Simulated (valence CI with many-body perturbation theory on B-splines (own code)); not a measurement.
**Energy levels of Re LXIX**

Computed by valence CI with perturbative core correlation (CI+MBPT): five valence electrons over a frozen Dirac-Fock core [He], radial functions for each j: 11 s, 11 p, 10 d, 8 f, 5 g, 2 h, with the one-electron correlation potential Σ1, the two-electron term Σ2, the three-electron term Σ3, Breit, model QED; selected CI, second order for the rest, scaled by the run's own slope (own B-spline code, finite nucleus).

No measured spectrum was set against this ion. As an estimate, large intervals hold to a few tenths of a per cent, small ones and those within an open d or f shell to about a per cent. Among the levels kept, up to 7500 cm⁻¹ of a level comes from second order outside the variational space, and about a tenth of that is noise between levels of different J, which matters for small intervals.

Levels 91 to 135 of 202, with energies above the lowest level, (2s^2 2p1/2^2 2p3/2) J=3/2. "Leading %" is the weight of the configuration and term that name the level; weights of strongly mixed levels are sums over their largest components and can fall short. In the jj column 3d3/2^4 stands for four electrons in 3d with j = 3/2.

```csv
No.,Configuration,Term,J,E (eV),Leading %,g,Second component,Leading jj
91,2s2p³3p,⁶P,3/2,12437,41,1.731,20 % 2s2p³3p ⁴D,2s 2p1/2 2p3/2^2 3p1/2 (100 %)
92,2s2p³3s,⁴P°,1/2,12444,84,2.326,15 % 2s2p³3s ²P°,2s 2p1/2 2p3/2^2 3s (100 %)
93,2s2p³3p,⁴F,5/2,12449,29,1.335,23 % 2s2p³3p ⁴P,2s 2p1/2 2p3/2^2 3p1/2 (100 %)
94,2s2p³3s,²S°,1/2,12469,55,1.077,43 % 2s2p³3s ⁴D°,2s 2p1/2 2p3/2^2 3s (99 %)
95,2s2p³3s,⁴S°,3/2,12471,37,1.451,26 % 2s2p³3s ²D°,2s 2p1/2 2p3/2^2 3s (99 %)
96,2s2p³3s,⁴P°,3/2,12476,36,1.368,25 % 2s2p³3s ²D°,2s 2p1/2 2p3/2^2 3s (99 %)
97,2s2p³3s,²D°,3/2,12479,59,1.070,17 % 2s2p³3s ⁴D°,2s 2p1/2 2p3/2^2 3s (99 %)
98,2s2p³3p,²F,7/2,12483,43,1.202,34 % 2s2p³3p ⁴F,2s 2p1/2 2p3/2^2 3p1/2 (100 %)
99,2s2p³3s,²D°,5/2,12484,84,1.214,11 % 2s2p³3s ⁴D°,2s 2p1/2 2p3/2^2 3s (99 %)
100,2s2p³3s,²P°,1/2,12505,94,0.708,5 % 2s2p³3s ⁴P°,2s 2p1/2 2p3/2^2 3s (99 %)
101,2s2p³3p,⁴P,5/2,12522,51,1.418,26 % 2s2p³3p ²D,2s 2p1/2 2p3/2^2 3p1/2 (100 %)
102,2s2p³3p,⁴D,1/2,12552,70,0.274,22 % 2s2p³3p ²P,2s 2p1/2 2p3/2^2 3p1/2 (100 %)
103,2s2p³3p,⁴P,1/2,12570,52,1.532,25 % 2s2p³3p ²P,2s 2p1/2 2p3/2^2 3p1/2 (99 %)
104,2s2p³3p,²P,3/2,12573,28,1.035,27 % 2s2p³3p ⁴F,2s 2p1/2 2p3/2^2 3p1/2 (99 %)
105,2s2p³3p,²F,5/2,12580,61,0.969,17 % 2s2p³3p ²D,2s 2p1/2 2p3/2^2 3p1/2 (99 %)
106,2s2p³3p,²D,3/2,12583,36,1.078,36 % 2s2p³3p ⁴D,2s 2p1/2 2p3/2^2 3p1/2 (99 %)
107,2s2p³3p,²P,3/2,12627,40,1.172,24 % 2s2p³3p ²D,2s 2p1/2 2p3/2^2 3p1/2 (99 %)
108,2s2p³3p,⁴P,1/2,12629,42,1.869,33 % 2s2p³3p ²S,2s 2p1/2 2p3/2^2 3p1/2 (99 %)
109,2s²2p²3p,⁴D°,7/2,12632,64,1.302,34 % 2s²2p²3p ²F°,2s^2 2p3/2^2 3p3/2 (99 %)
110,2s²2p²3p,²D°,5/2,12632,52,1.300,37 % 2s²2p²3p ⁴P°,2s^2 2p3/2^2 3p3/2 (98 %)
111,2s²2p²3p,²P°,1/2,12633,53,1.252,35 % 2s²2p²3p ²S°,2s^2 2p3/2^2 3p3/2 (98 %)
112,2s²2p²3p,²P°,3/2,12684,61,1.299,14 % 2s²2p²3p ²D°,2s^2 2p3/2^2 3p3/2 (98 %)
113,2s²2p²4s,⁴P,1/2,12697,46,1.994,32 % 2s²2p²4s ²S,2s^2 2p1/2^2 4s (100 %)
114,2s²2p²3p,²P°,3/2,12711,61,1.312,14 % 2s²2p²3p ²D°,2s^2 2p3/2^2 3p3/2 (98 %)
115,2s²2p²4p,²P°,1/2,12741,47,0.654,38 % 2s²2p²4p ⁴D°,2s^2 2p1/2^2 4p1/2 (100 %)
116,2s²2p²3d,²D,3/2,12753,29,1.164,26 % 2s²2p²3d ⁴P,2s^2 2p3/2^2 3d3/2 (98 %)
117,2s²2p²3d,⁴D,5/2,12755,28,1.136,24 % 2s²2p²3d ²F,2s^2 2p3/2^2 3d3/2 (97 %)
118,2s²2p²3d,²F,7/2,12755,38,1.078,30 % 2s²2p²3d ²G,2s^2 2p3/2^2 3d3/2 (99 %)
119,2s²2p²3d,⁴P,1/2,12759,48,1.653,24 % 2s²2p²3d ²P,2s^2 2p3/2^2 3d3/2 (98 %)
120,2p⁴3s,⁴P,5/2,12809,64,1.438,30 % 2p⁴3s ²D,2p1/2^2 2p3/2^2 3s (94 %)
121,2s²2p²3d,²D,3/2,12820,67,0.823,13 % 2s²2p²3d ⁴F,2s^2 2p3/2^2 3d3/2 (96 %)
122,2p⁴3s,²P,3/2,12820,53,1.177,30 % 2p⁴3s ²D,2p1/2^2 2p3/2^2 3s (94 %)
123,2s²2p²3d,²F,7/2,12844,49,1.230,38 % 2s²2p²3d ⁴D,2s^2 2p3/2^2 3d5/2 (96 %)
124,2s²2p²3d,⁴F,9/2,12845,63,1.233,34 % 2s²2p²3d ²G,2s^2 2p3/2^2 3d5/2 (97 %)
125,2s²2p²3d,²P,1/2,12861,58,1.199,24 % 2s²2p²3d ²S,2s^2 2p3/2^2 3d5/2 (97 %)
126,2s2p³3p,⁶P,7/2,12874,49,1.448,30 % 2s2p³3p ⁴F,2s 2p1/2 2p3/2^2 3p3/2 (98 %)
127,2s2p³3p,⁴D,5/2,12878,22,1.438,21 % 2s2p³3p ⁶P,2s 2p1/2 2p3/2^2 3p3/2 (83 %)
128,2p⁴3s,²S,1/2,12881,62,1.958,22 % 2p⁴3s ⁴P,2p1/2^2 2p3/2^2 3s (95 %)
129,2s2p³3p,⁴P,1/2,12887,63,1.798,24 % 2s2p³3p ²P,2s 2p1/2 2p3/2^2 3p3/2 (99 %)
130,2s²2p²3d,²P,3/2,12888,41,1.191,26 % 2s²2p²3d ²D,2s^2 2p3/2^2 3d5/2 (94 %)
131,2s²2p²3d,²D,5/2,12889,48,1.233,10 % 2s²2p²3d ⁴P,2s^2 2p3/2^2 3d5/2 (83 %)
132,2p⁴3p,⁴P°,3/2,12916,30,1.442,18 % 2p⁴3p ⁴S°,2p1/2^2 2p3/2^2 3p1/2 (97 %)
133,2s2p³3p,⁴P,3/2,12917,39,1.356,23 % 2s2p³3p ²D,2s 2p1/2 2p3/2^2 3p3/2 (97 %)
134,2p⁴3p,²D°,5/2,12918,35,1.176,26 % 2p⁴3p ⁴D°,2p1/2^2 2p3/2^2 3p1/2 (97 %)
135,2s2p³3p,⁴F,9/2,12920,98,1.300,,2s 2p1/2 2p3/2^2 3p3/2 (98 %)
```

Where two levels of one J and parity lie close, their mixing, g and order are uncertain.
